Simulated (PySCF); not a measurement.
Arsine, AsH₃, SMILES [AsH3], point group C3v.

Level: B3LYP/pcSseg-2 in PySCF (density fitting, grid level 2); geometry and Hessian at that level, cubic constants and property derivatives from steps of ±0.6 along each species' dimensionless normal coordinates, second-order vibrational perturbation theory. The parent has the commonest isotopes.

Equilibrium geometry (Å):

```tsv
atom	x	y	z
As1	0.0188	0.0152	0.6111
H2	-0.0728	1.2667	-0.2539
H3	-1.0484	-0.7006	-0.2083
H4	1.1434	-0.5622	-0.2402
```

Species: ²H at 2. Output of the displacement run:

```
mode    cm-1    km/mol   phi_rrr   E(+)/cm-1  E(-)/cm-1
  1    828.81    17.59     -33.9     148.07     150.52
  2    880.04     8.33      -0.6     158.44     158.49
  3    998.98    12.02      42.8     181.34     178.22
  4   1555.16    50.67     761.0     309.03     254.36
  5   2180.24    89.66    -897.8     361.93     426.46
  6   2188.29   111.47       1.6     395.72     395.63
```

For the shielding of H4 (σe = 29.09 ppm):

| mode | ω (cm⁻¹) | Σr φrrs (cm⁻¹) | ∂σ/∂q | ∂²σ/∂q² |
| --- | --- | --- | --- | --- |
| 1 | 829 | 38 | -0.320 | -0.153 |
| 2 | 880 | -1 | -0.041 | -0.204 |
| 3 | 999 | -15 | 0.107 | -0.355 |
| 4 | 1555 | 782 | 0.252 | -0.035 |
| 5 | 2180 | -1434 | -1.567 | 0.252 |
| 6 | 2188 | 1 | 1.173 | 0.112 |

Question: Work out the zero-point average of this shielding.

Answer: With ⟨qs⟩ = −Σr φrrs/(4ωs) and ⟨qs²⟩ = 1/2: the mean displacements are -0.012, 0.000, 0.004, -0.126, 0.164, 0.000. The anharmonic term Σ (∂σ/∂q)⟨q⟩ is -0.29 ppm, the harmonic term ¼ Σ ∂²σ/∂q² is -0.10 ppm, so ⟨σ⟩ = 28.71 ppm.

Spin–orbit effects of the heavy atoms on shieldings are missing.
